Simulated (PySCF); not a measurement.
## NMR parameters of BMe2Et

BMe2Et, C4H11B, point group C1.

Bonds: B1-C2, B1-C6, B1-C10, C10-C11. C2 carries H3, H4, H5; C6 carries H7, H8, H9; C10 carries H12, H13; C11 carries H14, H15, H16.

GIAO calculations in PySCF on the PBE0-D3(BJ)/def2-SVP structure: isolated species, non-relativistic, equivalent atoms averaged; basis pcSseg-1.

Question: Give the isotropic shieldings (ppm) with B3LYP, PBE0.

Answer: 
```json
{"atoms": "C10", "environment": "carbon bonded to C, B, 2 H", "B3LYP": "154.0", "PBE0": "160.0"}
{"atoms": "C2/C6", "environment": "carbon bonded to B, 3 H", "B3LYP": "164.3", "PBE0": "169.0"}
{"atoms": "C11", "environment": "carbon bonded to C, 3 H", "B3LYP": "170.4", "PBE0": "176.1"}
{"atoms": "B1", "environment": "boron bonded to 3 C", "B3LYP": "8.3", "PBE0": "12.4"}
{"atoms": "H12/H13", "environment": "hydrogen on a carbon bonded to C, B", "B3LYP": "30.24", "PBE0": "30.12"}
{"atoms": "H14/H15/H16", "environment": "hydrogen on a carbon bonded to C", "B3LYP": "30.49", "PBE0": "30.40"}
{"atoms": "H3/H4/H5/H7/H8/H9", "environment": "hydrogen on a carbon bonded to B", "B3LYP": "30.53", "PBE0": "30.39"}
{"atoms": "HOMO–LUMO gap (eV)", "environment": "–", "B3LYP": "7.42", "PBE0": "7.82"}
```

Question: And the chemical shifts, against references computed in the same way?

Answer: 
| atoms | nucleus, reference | B3LYP | PBE0 |
| --- | --- | --- | --- |
| C10 | 13C, TMS | 25.3 | 24.4 |
| C2/C6 | 13C, TMS | 14.9 | 15.4 |
| C11 | 13C, TMS | 8.8 | 8.3 |
| B1 | 11B, BF3·OEt2 | 89.5 | 88.3 |
| H12/H13 | 1H, TMS | 1.14 | 1.15 |
| H14/H15/H16 | 1H, TMS | 0.90 | 0.87 |
| H3/H4/H5/H7/H8/H9 | 1H, TMS | 0.85 | 0.88 |

Question: Which part of the shielding of C10 depends on the functional?

Answer: Diamagnetic: B3LYP 250, PBE0 251 ppm; paramagnetic: B3LYP -96, PBE0 -91 ppm. The diamagnetic part, set mainly by inner electrons, hardly moves; the paramagnetic part goes with low-lying magnetically allowed excitations and carries the spread.

Question: What couplings does B3LYP/pcJ-1 (spin–dipole term only in couplings to heteroatoms) give?

Answer: 1J(C11,H14) = 133.6, 1J(C10,H12) = 126.3, 1J(C2,H3) = 123.0, 1J(B1,C2) = 50.5, 1J(B1,C10) = 50.4, 1J(C10,C11) = 29.2, 2J(H3,H4) = -15.3, 2J(H14,H15) = -14.1, 2J(H12,H13) = -10.8, 2J(C2,C6) = 6.2, 2J(C11,H12) = -5.8, 2J(C2,C10) = 5.4, 2J(B1,H12) = -5.1, 2J(B1,H3) = -4.5 Hz (averaged over equivalent pairs; isotopes 13C, 1H, 11B).
